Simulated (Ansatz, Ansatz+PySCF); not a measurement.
```csv
atom,x (Å),y (Å),z (Å)
P,0.0000,0.0000,0.1406
H,1.2922,0.0000,-0.7030
H,-0.6461,1.1191,-0.7030
H,-0.6461,-1.1191,-0.7030
```

Basis set: def2-SVP (spherical functions). Frozen core: 5 orbitals. Charge 0, multiplicity 1.

Computed with Ansatz (development build ahead of 0.2.0); each method stands on the lowest determinant of its kind that the runs found. Restricted open shells among the atoms or ions are ROHF, correlated in semicanonical orbitals with singles.

Q: Give the atomization energy at this shape (free ground-state atoms in the same class of orbitals less the molecule, no zero-point energy) of singlet PH3 by RHF-CCSD(T), RHF-MP2, RHF.

A:

```json
{"method": "RHF-CCSD(T)", "atomization energy": "213.18 kcal/mol"}
{"method": "RHF-MP2", "atomization energy": "203.02 kcal/mol"}
{"method": "RHF", "atomization energy": "157.36 kcal/mol"}
```

Caution: the shape is not the minimum.
